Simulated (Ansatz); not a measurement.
`C=C1[SiH2]C1O` → `C#C[SiH2]CO`  (isomerisation)

Isolated molecules relaxed with PBE0-D4/def2-TZVP in Ansatz; ΔE leaves out vibrations. CCSD(T)/CBS is the MP2 limit (def2-TZVPP, def2-QZVPP) plus CCSD(T) − MP2 in def2-TZVPP, frozen cores. Functionals use def2-TZVPP. B3LYP here is the variant with VWN-RPA as its local correlation; programs differ in this. Each species was taken in one conformer, which may not be the lowest.

```csv
level,ΔE (kcal/mol),difference from CCSD(T)/CBS
PBE-D4,-17.7,15.9
r2SCAN-D4,-24.0,9.6
PBE0-D4,-24.8,8.8
B3LYP-D4,-27.9,5.7
ωB97X-V,-36.8,-3.2
ωB97M-V,-34.3,-0.7
B2PLYP,-32.2,1.4
PBE,-18.6,15.0
r2SCAN,-24.1,9.5
PBE0,-25.5,8.1
B3LYP,-29.3,4.3
HF/def2-TZVPP,-52.1,-18.5
MP2/def2-TZVPP,-35.3,-1.7
SCS-MP2/def2-TZVPP,-38.5,-4.9
CCSD/def2-TZVPP,-37.8,-4.2
CCSD(T)/def2-TZVPP,-32.6,1.0
HF/def2-QZVPP,-52.2,-18.6
MP2/def2-QZVPP,-35.9,-2.3
SCS-MP2/def2-QZVPP,-39.2,-5.6
HF/CBS(def2),-52.3,-18.7
MP2/CBS(def2),-36.3,-2.7
CCSD/CBS(def2),-38.8,-5.2
CCSD(T)/CBS,-33.6,0
```

Largest T1 diagnostic among the species: 0.023, so the coupled-cluster value is less sure than usual.

The D4 term adds +1.4 kcal/mol with B3LYP and +0.7 kcal/mol with PBE0; it sums over pairs of atoms, weighted by their polarisabilities, and B3LYP, whose exchange is more repulsive, gets the larger term. In def2-TZVPP, CCSD(T) changes the Hartree–Fock value by +19.5 kcal/mol (the triples alone add +5.2 kcal/mol) and MP2 by +16.8 kcal/mol.
